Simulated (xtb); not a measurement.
CeF3 (SMILES [F][Ce]([F])[F]), doublet, from a rough starting geometry (GFN-xTB shapes and energies of metal compounds can be far from the true ones) (GFN-xTB holds the 4f electrons in the core, so unpaired electrons go into valence orbitals and the state isn't the physical one) (the multiplicity is a formal guess); GFN2-xTB in xtb 6.7.1.

The xtb input:
```
$ xtb mol.xyz --gfn 2 --uhf 1 --opt vtight --json

# file mol.xyz
4

Ce    -0.17648890     0.19653230     0.59201364
F     -1.52805728    -1.13928460    -0.14500042
F      0.03537150     1.62066792    -0.89293958
F      1.64427197    -0.76964170     0.58789507
```

Task: What does xtb print? Leave out banner, timings and long lists.

Result: 
```
   ID    Z sym.   atoms
    1   58 Ce     1
    2    9 F      2-4

           -------------------------------------------------
          |                Calculation Setup                |
           -------------------------------------------------

           -------------------------------------------------
          |                 G F N 2 - x T B                 |
           -------------------------------------------------

          ...................................................
          :                      SETUP                      :
          :.................................................:
          :  # basis functions                  22          :
          :  # atomic orbitals                  21          :
          :  # shells                            9          :
          :  # electrons                        24          :
          :  max. iterations                   250          :
          :  Hamiltonian                  GFN2-xTB          :
          :  restarted?                      false          :
          :  GBSA solvation                  false          :
          :  PC potential                    false          :
          :  electronic temp.          300.0000000     K    :
          :  accuracy                    1.0000000          :
          :  -> integral cutoff          0.2500000E+02      :
          :  -> integral neglect         0.1000000E-07      :
          :  -> SCF convergence          0.1000000E-05 Eh   :
          :  -> wf. convergence          0.1000000E-03 e    :
          :  Broyden damping             0.4000000          :
          :  net charge                          0          :
          :  unpaired electrons                  1          :
          ...................................................

 iter      E             dE          RMSdq      gap      omega  full diag
   1     -3.9267876 -0.392679E+01  0.469E+01    0.26       0.0  T
   2    -14.2364355 -0.103096E+02  0.250E+01   20.42       1.0  T
   3    -14.6814367 -0.445001E+00  0.200E+01   11.51       1.0  T
   4    -14.7778050 -0.963683E-01  0.191E+01   10.21       1.0  T
   5    -14.9635116 -0.185707E+00  0.114E+01    8.78       1.0  T
   6     -1.4206375  0.135429E+02  0.578E+01    0.29       1.0  T
   7     -1.5633267 -0.142689E+00  0.576E+01    0.29       1.0  T
   8    -12.6451878 -0.110819E+02  0.228E+01    0.16       1.0  T
   9    -15.2876616 -0.264247E+01  0.594E+00    1.59       1.0  T
  10    -14.8544262  0.433235E+00  0.958E+00    0.94       1.0  T
  11    -14.8600669 -0.564067E-02  0.101E+01    0.96       1.0  T
  12    -14.5467335  0.313333E+00  0.122E+01    0.71       1.0  T
  13    -15.4270894 -0.880356E+00  0.666E+00    4.15       1.0  T
  14    -15.4696884 -0.425989E-01  0.586E+00    3.58       1.0  T
  15    -15.4366708  0.330176E-01  0.574E+00    4.16       1.0  T
  16    -15.4688450 -0.321742E-01  0.441E+00    3.78       1.0  T
  17    -15.4709888 -0.214382E-02  0.413E+00    3.77       1.0  T
  18    -15.4780996 -0.711071E-02  0.380E+00    3.63       1.0  T
  19    -15.4706863  0.741321E-02  0.401E+00    3.79       1.0  T
  20    -15.4594104  0.112760E-01  0.433E+00    3.98       1.0  T
  21    -15.4589721  0.438254E-03  0.444E+00    3.98       1.0  T
  22    -15.4673699 -0.839782E-02  0.406E+00    3.86       1.0  T
  23    -15.4728299 -0.545994E-02  0.372E+00    3.79       1.0  T
  24    -15.4774229 -0.459301E-02  0.338E+00    3.72       1.0  T
  25    -15.4820646 -0.464172E-02  0.282E+00    3.65       1.0  T
  26    -15.4825744 -0.509834E-03  0.244E+00    3.68       1.0  T
  27    -15.4809838  0.159059E-02  0.228E+00    3.76       1.0  T
  28    -15.4814579 -0.474074E-03  0.210E+00    3.75       1.0  T
  29    -15.4801012  0.135674E-02  0.211E+00    3.79       1.0  T
  30    -15.4800007  0.100449E-03  0.216E+00    3.78       1.0  T
  31    -15.4811701 -0.116941E-02  0.200E+00    3.72       1.0  T
  32    -15.4834165 -0.224634E-02  0.170E+00    3.64       1.0  T
[...]
         :: total energy             -15.478158909181 Eh    ::
 * total energy  :   -15.4781589 Eh     change       -0.6793499E-10 Eh
 * total energy  :   -15.4782702 Eh     change       -0.1112410E-03 Eh
 * total energy  :   -15.4782984 Eh     change       -0.2824753E-04 Eh
 * total energy  :   -15.4782996 Eh     change       -0.1193990E-05 Eh
 * total energy  :   -15.4782998 Eh     change       -0.1962508E-06 Eh
 * total energy  :   -15.4782998 Eh     change       -0.6233556E-08 Eh
   *** GEOMETRY OPTIMIZATION CONVERGED AFTER 6 ITERATIONS ***
         :: total energy             -15.478299794302 Eh    ::
[...]

           -------------------------------------------------
          |                Property Printout                |
           -------------------------------------------------

    * Orbital Energies and Occupations

         #    Occupation            Energy/Eh            Energy/eV
      -------------------------------------------------------------
         1        2.0000           -0.8668999             -23.5895
         2        2.0000           -0.8575943             -23.3363
         3        2.0000           -0.8575890             -23.3362
         4        2.0000           -0.5514987             -15.0070
         5        2.0000           -0.5217591             -14.1978
         6        2.0000           -0.5160262             -14.0418
         7        2.0000           -0.5160241             -14.0417
         8        2.0000           -0.5088799             -13.8473
         9        2.0000           -0.5088784             -13.8473
        10        2.0000           -0.5078675             -13.8198
        11        2.0000           -0.5078658             -13.8197
        12        2.0000           -0.5077260             -13.8159 (HOMO)
        13                         -0.3765414             -10.2462 (LUMO)
        14                         -0.3483628              -9.4794
        15                         -0.3483625              -9.4794
        16                         -0.3377233              -9.1899
        17                         -0.3377225              -9.1899
        18                         -0.3365722              -9.1586
        19                          0.0380835               1.0363
        20                          0.1132833               3.0826
        21                          0.1133142               3.0834
      -------------------------------------------------------------
                  HL-Gap            0.1311846 Eh            3.5697 eV
             Fermi-level           -0.4421337 Eh          -12.0311 eV

     #   Z          covCN         q      C6AA      α(0)
     1  58 Ce       1.852     0.996   495.845    48.302
     2   9 F        0.617    -0.332    12.733     4.210
     3   9 F        0.617    -0.332    12.733     4.210
     4   9 F        0.617    -0.332    12.733     4.210

 Mol. C6AA /au·bohr⁶  :       1028.905198
 Mol. C8AA /au·bohr⁸  :     151504.266926
 Mol. α(0) /au        :         60.931013

Wiberg/Mayer (AO) data.
largest (>0.10) Wiberg bond orders for each atom

 ---------------------------------------------------------------------------
     #   Z sym  total        # sym  WBO       # sym  WBO       # sym  WBO
 ---------------------------------------------------------------------------
     1  58 Ce   2.915 --     2 F    0.972     4 F    0.972     3 F    0.972
     2   9 F    1.124 --     1 Ce   0.972
     3   9 F    1.124 --     1 Ce   0.972
     4   9 F    1.124 --     1 Ce   0.972
 ---------------------------------------------------------------------------

Topologies differ in total number of bonds
Writing topology from bond orders to xtbtopo.mol

molecular dipole:
                 x           y           z       tot (Debye)
 q only:       -0.393       0.592       1.386
   full:       -0.606       0.913       2.138       6.105
molecular quadrupole (traceless):
                xx          xy          yy          xz          yz          zz
 q only:       -3.068      -1.054      -2.257      -2.568       3.745       5.325
  q+dip:       -3.969      -1.355      -2.946      -3.326       4.818       6.915
   full:       -4.893      -1.683      -3.594      -4.095       5.977       8.487

optimized geometry written to: xtbopt.xyz

           -------------------------------------------------
          | TOTAL ENERGY              -15.478299794302 Eh   |
          | GRADIENT NORM               0.000010234650 Eh/α |
          | HOMO-LUMO GAP               3.569714792463 eV   |
           -------------------------------------------------

normal termination of xtb
```
